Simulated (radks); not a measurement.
Values are calculated unless marked as measured or tabulated.
The osmium ion Os+ is in [Xe] 4f14 5d6 6s1. Code: a radial shooting solver on a logarithmic mesh with Libxc functionals. Model: scalar-relativistic Kohn-Sham, LDA (Slater exchange, Perdew-Wang correlation), spin-polarised, spherical densities, finite nucleus; Fermi nuclear charge, rms radius of each element as measured or else 0.836 A^(1/3) + 0.57 fm. Open shells are filled with parallel spins first. One electron is removed from 5p, 5d, 6s, 4f in turn, with full relaxation. Which removal costs least, and what does each cost?

Answer. 5d 17.835 eV; 6s 17.982 eV; 5p 64.252 eV; 4f 71.003 eV. The 5d electron leaves first.
